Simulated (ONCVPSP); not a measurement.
# gallium (Ga): excitation energies, all-electron against ONCV

ONCVPSP 4.0.1 input, shortened (lines: element, Z, core and valence counts, functional; n l f; lmax; l rc ep ncon nbas qcut; lloc lpopt rc5 dvloc0; l nproj debl; icmod fcfact rcfact), LDA (Perdew-Wang 92), scalar-relativistic:

```
  Ga 31.00    3    5  -001012      upf
    1    0    2.00
    2    0    2.00
    2    1    6.00
    3    0    2.00
    3    1    6.00
    3    2   10.00
    4    0    1.75
    4    1    1.25
    2
    0    1.30    0.00    3    6   11.10
    1    1.10    0.00    5    8   15.50
    2    1.05    0.00    5   10   13.10
    4    5    0.95    3.00
    0    2    3.30
    1    3    3.90
    2    2    3.40
    3    4.25    1.20
```

Energies are relative to the spin-unpolarised reference configuration 3s2 3p6 3d10 4s1.75 4p1.25; without spin polarisation the order of configurations can differ from experiment. Not all tests gave a result: 1 of 4 tests not solved or not reliable.

| valence configuration | charge | ΔE all-electron (eV) | error AE − PS (meV) |
| --- | --- | --- | --- |
| 3s2 3p6 3d10 4s2 4p1 | 0 | -1.621 | +0.2 |
| 3s2 3p6 3d10 4s2 4p0 | +1 | 4.262 | 0.0 |
| 3s2 3p6 3d10 4s1 4p0 | +2 | 25.760 | -0.9 |
